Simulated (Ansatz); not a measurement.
System: C2H8BO, net charge 1, singlet state. It need not be the lowest isomer of its formula. 
Geometry from a B3LYP-D3(BJ)/def2-TZVP (Ansatz, a quantum-chemistry and plane-wave program) optimisation:
```xyz
12

B      0.0287    -0.1107    -0.0103
C      1.5344    -0.3430    -0.1801
C     -1.1689    -1.0656     0.0496
O     -0.3455     1.3317     0.1234
H      1.7339    -0.4969    -1.2499
H      1.8416    -1.2690     0.3101
H      2.1872     0.4643     0.1583
H     -2.1446    -0.6288    -0.1735
H     -1.0130    -1.9248    -0.6060
H     -1.2214    -1.4783     1.0669
H     -1.2674     1.6349     0.2015
H      0.3113     2.0502     0.1399
```
Charge +1, spin multiplicity 1.

Parts of the frozen-core correlation energy in 6-31G* (Ansatz, hartree). Frozen orbitals: 4; correlated occupied orbitals by spin: 12 and 12; virtual: 60 and 60. Spin-orbit coupling is left out. No relativistic terms.

```csv
term,value
reference (HF),-179.72336
MP2 opposite-spin,-0.39057
MP2 same-spin,[?]
CCSD correlation,[?]
(T),[?]
T1 diagnostic,0.010
largest doubles amplitude,0.025
```

Task: Some entries are withheld; supply them.

Result: 
- MP2 same-spin, value: -0.12267
- CCSD correlation, value: -0.55844
- (T), value: -0.01277
